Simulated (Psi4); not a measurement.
H12MgO6, charge +2, singlet, geometry from GFN2-xTB (such geometries of metal compounds can be far from the true shape); Psi4 with B3LYP/3-21G.

Psi4 was given this input:
```
memory 2 GB

molecule mol {
2 1
Mg   -0.000000    0.000000    0.000000
O    -0.674100    1.617592   -0.906750
H    -1.476438    1.689006   -1.433170
H    -0.264359    2.488266   -0.908423
O     1.549154    1.021531    0.670677
H     1.601521    1.507870    1.499348
H     2.399016    1.130133    0.232609
O     1.019275   -0.482784   -1.619014
H     1.579802   -1.256184   -1.735746
H     1.052377    0.009442   -2.445200
O    -1.019275    0.482784    1.619014
H    -1.579802    1.256184    1.735746
H    -1.052377   -0.009442    2.445200
O    -1.549154   -1.021531   -0.670677
H    -1.601521   -1.507870   -1.499348
H    -2.399016   -1.130133   -0.232609
O     0.674100   -1.617592    0.906750
H     0.264359   -2.488266    0.908423
H     1.476438   -1.689006    1.433170
}

set {
  basis 3-21g
  reference rks
}

energy('b3lyp')
print_variables()
```

Problem. Predict the main parts of the log of this Psi4 run.

Solution. 
```
   => Loading Basis Set <=

    Name: 3-21G
    Role: ORBITAL
    Keyword: BASIS

         ---------------------------------------------------------
                                   SCF
               by Justin Turney, Rob Parrish, Andy Simmonett
                          and Daniel G. A. Smith
                              RKS Reference
         ---------------------------------------------------------

  ==> Geometry <==

    Molecular point group: ci
    Full point group: Ci

    Geometry (in Angstrom), charge = 2, multiplicity = 1:

       Center              X                  Y                   Z               Mass
    ------------   -----------------  -----------------  -----------------  -----------------
         MG           0.000000000000     0.000000000000     0.000000000000    23.985041697000
         O           -0.674100000000     1.617592000000    -0.906750000000    15.994914619570
         H           -1.476438000000     1.689006000000    -1.433170000000     1.007825032230
         H           -0.264359000000     2.488266000000    -0.908423000000     1.007825032230
         O            1.549154000000     1.021531000000     0.670677000000    15.994914619570
         H            1.601521000000     1.507870000000     1.499348000000     1.007825032230
         H            2.399016000000     1.130133000000     0.232609000000     1.007825032230
         O            1.019275000000    -0.482784000000    -1.619014000000    15.994914619570
         H            1.579802000000    -1.256184000000    -1.735746000000     1.007825032230
         H            1.052377000000     0.009442000000    -2.445200000000     1.007825032230
         O           -1.019275000000     0.482784000000     1.619014000000    15.994914619570
         H           -1.579802000000     1.256184000000     1.735746000000     1.007825032230
         H           -1.052377000000    -0.009442000000     2.445200000000     1.007825032230
         O           -1.549154000000    -1.021531000000    -0.670677000000    15.994914619570
         H           -1.601521000000    -1.507870000000    -1.499348000000     1.007825032230
         H           -2.399016000000    -1.130133000000    -0.232609000000     1.007825032230
         O            0.674100000000    -1.617592000000     0.906750000000    15.994914619570
         H            0.264359000000    -2.488266000000     0.908423000000     1.007825032230
         H            1.476438000000    -1.689006000000     1.433170000000     1.007825032230

  Running in ci symmetry.

  Rotational constants: A =      0.05505  B =      0.05505  C =      0.05505 [cm^-1]
  Rotational constants: A =   1650.36537  B =   1650.36501  C =   1650.36479 [MHz]
  Nuclear repulsion =  490.856892531744222

  Charge       = 2
  Multiplicity = 1
  Electrons    = 70
  Nalpha       = 35
  Nbeta        = 35

  ==> Algorithm <==

  SCF Algorithm Type is DF.
  DIIS enabled.
  MOM disabled.
  Fractional occupation disabled.
  Guess Type is SAD.
  Energy threshold   = 1.00e-06
  Density threshold  = 1.00e-06
  Integral threshold = 1.00e-12

  ==> Primary Basis <==

  Basis Set: 3-21G
    Blend: 3-21G
    Number of shells: 61
    Number of basis functions: 91
    Number of Cartesian functions: 91
    Spherical Harmonics?: false
    Max angular momentum: 1

  ==> DFT Potential <==

   => LibXC <=

    Version 7.1.2
    S. Lehtola, C. Steigemann, M. J. T. Oliveira, and M. A. L. Marques,  SoftwareX 7, 1–5 (2018) (10.1016/j.softx.2017.11.002)

   => Composite Functional: B3LYP <=

    B3LYP Hyb-GGA Exchange-Correlation Functional

    P. J. Stephens, F. J. Devlin, C. F. Chabalowski, and M. J. Frisch,  J. Phys. Chem. 98, 11623 (1994) (10.1021/j100096a001)

    Deriv               =              1
    GGA                 =           TRUE
    Meta                =          FALSE

    Exchange Hybrid     =           TRUE
    MP2 Hybrid          =          FALSE

   => Exchange Functionals <=

    0.0800   Slater exchange
[...]
    Weights Tolerance      =       1.00E-15

   => Loading Basis Set <=

    Name: (3-21G AUX)
    Role: JKFIT
    Keyword: DF_BASIS_SCF

  ==> Integral Setup <==

  SCF_SUBTYPE=INCORE selected. In-core MEM_DF algorithm will be used.
  Using in-core AOs.

  ==> MemDFJK: Density-Fitted J/K Matrices <==

    J tasked:                   Yes
    K tasked:                   Yes
    wK tasked:                   No
    Algorithm:                 Core
    Schwarz Cutoff:           1E-12
    Mask sparsity (%):       7.1730
    Fitting Condition:        1E-10

   => Auxiliary Basis Set <=

  Basis Set: (3-21G AUX)
    Blend: DEF2-UNIVERSAL-JKFIT
    Number of shells: 256
    Number of basis functions: 935
    Number of Cartesian functions: 935
    Spherical Harmonics?: false
    Max angular momentum: 4

  Minimum eigenvalue in the overlap matrix is 3.3670802803E-02.
  Reciprocal condition number of the overlap matrix is 8.2352394203E-03.
    Using symmetric orthogonalization.

  ==> Pre-Iterations <==

  SCF Guess: Superposition of Atomic Densities via on-the-fly atomic UHF (no occupation information).

   -------------------------
    Irrep   Nso     Nmo
   -------------------------
     Ag        43      43
     Au        48      48
   -------------------------
    Total      91      91
   -------------------------

  ==> Iterations <==

                           Total Energy        Delta E     RMS |[F,P]|

   @DF-RKS iter SAD:  -654.03812448506505   -6.54038e+02   0.00000e+00
   @DF-RKS iter   1:  -654.10485448692737   -6.67300e-02   1.98794e-02 ADIIS/DIIS
   @DF-RKS iter   2:  -653.66157321204298    4.43281e-01   2.63619e-02 ADIIS/DIIS
   @DF-RKS iter   3:  -654.66959989615475   -1.00803e+00   4.33424e-04 ADIIS/DIIS
   @DF-RKS iter   4:  -654.66983124575904   -2.31350e-04   6.44084e-05 DIIS
   @DF-RKS iter   5:  -654.66983664745680   -5.40170e-06   7.95196e-06 DIIS
   @DF-RKS iter   6:  -654.66983676622681   -1.18770e-07   6.26897e-07 DIIS
  Energy and wave function converged.

  ==> Post-Iterations <==

   Electrons on quadrature grid:
      Ntotal   =   69.9999834677 ; deviation = -1.653e-05

    Orbital Energies [Eh]
    ---------------------

    Doubly Occupied:

[...]
    Virtual:

[...]
    Final Occupation by Irrep:
             Ag    Au
    DOCC [    17,   18 ]
    NA   [    17,   18 ]
    NB   [    17,   18 ]

  @DF-RKS Final Energy:  -654.66983676622681

   => Energetics <=

    Nuclear Repulsion Energy =            490.8568925317442222
    One-Electron Energy =               -1861.6071923256586160
    Two-Electron Energy =                 774.3744148456861467
    DFT Exchange-Correlation Energy =     -58.2939518179986536
    Empirical Dispersion Energy =           0.0000000000000000
    VV10 Nonlocal Energy =                  0.0000000000000000
    Total Energy =                       -654.6698367662268083

Computation Completed

Properties will be evaluated at   0.000000,   0.000000,   0.000000 [a0]

Properties computed using the SCF density matrix

 Multipole Moments:

 ------------------------------------------------------------------------------------
     Multipole            Electronic (a.u.)      Nuclear  (a.u.)        Total (a.u.)
 ------------------------------------------------------------------------------------

 L = 1.  Multiply by 2.5417464519 to convert [e a0] to [Debye]
 Dipole X            :          0.0000000            0.0000000            0.0000000
 Dipole Y            :          0.0000000           -0.0000000           -0.0000000
 Dipole Z            :          0.0000000           -0.0000000           -0.0000000
 Magnitude           :                                                    0.0000000

 ------------------------------------------------------------------------------------

  Variable Map:
  ----------------------------------------------------------------------------
[...]
  Array Variable Map:
  ----------------------------------------------------------------------------
[...]
[...]
```
